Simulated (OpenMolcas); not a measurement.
# Ionisation energies of nitrogen

```json
{
  "Program": "OpenMolcas 26.06",
  "Basis": "ANO-RCC-VDZP [3s2p1d]",
  "Scalar Hamiltonian": "DKH2, point nucleus",
  "Spin-orbit coupling": "state interaction with AMFI integrals over the reference wave functions, term energies averaged over their components"
}
```

Active shells in each charge state: the valence s, p shells, with orbitals averaged over the low states. Where CASPT2's correlated closed shells are named, they are those of the first ion.

A. CASSCF
B. SS-CASPT2, IPEA 0.25 Eh, imaginary shift 0.1 Eh (closed shells correlated: 1s)
C. SS-CASPT2, IPEA 0 Eh, imaginary shift 0.1 Eh (closed shells correlated: 1s)

Energies in eV between the lowest computed levels (charge -1 gives the electron affinity), named as in B; reference values from the NIST Atomic Spectra Database with their kind.

```json
{"From": "N- 2s² 2p⁴ ³P₂", "To": "N 2s² 2p³ ⁴S°_3/2", "A": "-2.876", "B": "-1.950", "C": "-2.005", "Spin-orbit share in B": "+0.003", "Reference": ""}
{"From": "N 2s² 2p³ ⁴S°_3/2", "To": "N+ 2s² 2p² ³P₀", "A": "13.386", "B": "14.279", "C": "14.358", "Spin-orbit share in B": "-0.011", "Reference": "14.534 (measured)"}
{"From": "N+ 2s² 2p² ³P₀", "To": "N2+ 2s² 2p ²P°_1/2", "A": "28.404", "B": "29.160", "C": "29.232", "Spin-orbit share in B": "-0.002", "Reference": "29.601 (semi-empirical)"}
{"From": "N2+ 2s² 2p ²P°_1/2", "To": "N3+ 2s² ¹S₀", "A": "46.390", "B": "47.050", "C": "47.112", "Spin-orbit share in B": "+0.014", "Reference": "47.445 (semi-empirical)"}
{"From": "N3+ 2s² ¹S₀", "To": "N4+ 2s ²S_1/2", "A": "77.465", "B": "77.475", "C": "77.476", "Spin-orbit share in B": "+0.000", "Reference": "77.474 (measured)"}
{"From": "N4+ 2s ²S_1/2", "To": "N5+ 1s² ¹S₀", "A": "97.449", "B": "97.459", "C": "97.459", "Spin-orbit share in B": "+0.000", "Reference": "97.890 (measured)"}
```

Error against the reference values, in %:

```tsv
From	Reference	A	B	C
N	measured	-7.9	-1.8	-1.2
N+	semi-empirical	-4.0	-1.5	-1.2
N2+	semi-empirical	-2.2	-0.8	-0.7
N3+	measured	0	0	0
N4+	measured	-0.5	-0.4	-0.4
```

Mean absolute error over the 3 measured values: A 0.53 eV, B 0.23 eV, C 0.20 eV.

No diffuse functions were added, so the electron affinity comes out too small, and without dynamic correlation a bound anion can come out unbound.

° marks odd parity.
